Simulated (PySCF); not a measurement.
Species: `C=C(C)[Si@H]1[SiH2]OC=C1OC`. The columns A, B, C and D hold Mulliken, IAO, Hirshfeld and ESP-fitted charges (e) of one PBE0/pcSseg-1 density (PySCF), in a shuffled order. Coordinates in Å (GFN2-xTB); the density's dipole moment is (0.09, 0.65, -0.56) D.

```json
{"atom": "C1", "x": "2.701", "y": "-0.862", "z": "-1.525", "A": "-0.101", "B": "-0.535", "C": "-0.306", "D": "-0.082"}
{"atom": "C2", "x": "1.834", "y": "-0.251", "z": "-0.730", "A": "-0.078", "B": "+0.254", "C": "-0.226", "D": "-0.598"}
{"atom": "C3", "x": "1.904", "y": "1.223", "z": "-0.471", "A": "-0.120", "B": "-0.575", "C": "-0.417", "D": "-0.184"}
{"atom": "Si4", "x": "0.453", "y": "-1.196", "z": "0.152", "A": "+0.252", "B": "-0.036", "C": "+0.571", "D": "+0.546"}
{"atom": "Si5", "x": "0.331", "y": "-1.039", "z": "2.457", "A": "+0.315", "B": "+0.497", "C": "+0.705", "D": "+0.614"}
{"atom": "O6", "x": "-1.103", "y": "-0.225", "z": "2.427", "A": "-0.218", "B": "-0.357", "C": "-0.605", "D": "-0.599"}
{"atom": "C7", "x": "-1.695", "y": "0.129", "z": "1.251", "A": "-0.009", "B": "-0.110", "C": "-0.017", "D": "+0.198"}
{"atom": "C8", "x": "-1.164", "y": "-0.198", "z": "0.071", "A": "-0.061", "B": "+0.126", "C": "-0.142", "D": "-0.174"}
{"atom": "O9", "x": "-1.675", "y": "0.115", "z": "-1.160", "A": "-0.120", "B": "-0.272", "C": "-0.332", "D": "-0.487"}
{"atom": "C10", "x": "-2.871", "y": "0.852", "z": "-1.204", "A": "-0.035", "B": "-0.117", "C": "-0.206", "D": "-0.042"}
{"atom": "H11", "x": "2.649", "y": "-1.921", "z": "-1.712", "A": "+0.041", "B": "+0.192", "C": "+0.144", "D": "+0.107"}
{"atom": "H12", "x": "3.497", "y": "-0.332", "z": "-2.027", "A": "+0.045", "B": "+0.199", "C": "+0.143", "D": "+0.105"}
{"atom": "H13", "x": "2.741", "y": "1.681", "z": "-0.994", "A": "+0.045", "B": "+0.168", "C": "+0.143", "D": "+0.113"}
{"atom": "H14", "x": "2.008", "y": "1.415", "z": "0.597", "A": "+0.042", "B": "+0.156", "C": "+0.146", "D": "+0.130"}
{"atom": "H15", "x": "0.982", "y": "1.699", "z": "-0.803", "A": "+0.042", "B": "+0.173", "C": "+0.157", "D": "+0.144"}
{"atom": "H16", "x": "0.259", "y": "-2.505", "z": "-0.490", "A": "-0.071", "B": "-0.013", "C": "-0.099", "D": "-0.039"}
{"atom": "H17", "x": "0.050", "y": "-2.228", "z": "3.261", "A": "-0.075", "B": "-0.092", "C": "-0.115", "D": "-0.088"}
{"atom": "H18", "x": "1.243", "y": "-0.154", "z": "3.186", "A": "-0.075", "B": "-0.096", "C": "-0.119", "D": "-0.096"}
{"atom": "H19", "x": "-2.609", "y": "0.685", "z": "1.413", "A": "+0.047", "B": "+0.165", "C": "+0.155", "D": "+0.097"}
{"atom": "H20", "x": "-3.093", "y": "1.001", "z": "-2.259", "A": "+0.054", "B": "+0.120", "C": "+0.163", "D": "+0.130"}
{"atom": "H21", "x": "-3.694", "y": "0.306", "z": "-0.730", "A": "+0.041", "B": "+0.079", "C": "+0.131", "D": "+0.104"}
{"atom": "H22", "x": "-2.759", "y": "1.824", "z": "-0.712", "A": "+0.040", "B": "+0.074", "C": "+0.129", "D": "+0.101"}
```

Which column most likely holds the ESP-fitted charges?

B. Σ q r misses the density's dipole by 0.03 D (B), 0.77 D (A), 2.03 D (D), 2.09 D (C). Charges fitted to the outside potential are the only set here that is tied to the molecule's multipoles.

And the Hirshfeld charges?

A. The mean sizes are 0.088 e (A), 0.200 e (B), 0.217 e (D), 0.235 e (C), and Hirshfeld charges are commonly the smallest of these schemes.

As computed, A = Hirshfeld, B = ESP-fitted, C = IAO, D = Mulliken. Hydrogens on carbon: Hirshfeld +0.04 to +0.05, ESP-fitted +0.07 to +0.20, IAO +0.13 to +0.16, Mulliken +0.10 to +0.14 e.

The IAO scheme counts the electrons in orthogonalised intrinsic atomic orbitals, a minimal basis polarised so that it spans the occupied orbitals exactly. The Mulliken scheme gives each basis function's population to the atom it is centred on and halves the overlap population of two atoms between them.

Geometry: GFN2-xTB, one conformer, isolated molecule.

Shape of the structure used: `[CH2:1]=[C:2]([CH3:3])[Si@H:4]1[SiH2:5][O:6][CH:7]=[C:8]1[O:9][CH3:10]`: C1–C2–Si4–Si5 124°, C7–C8–O9–C10 0°.
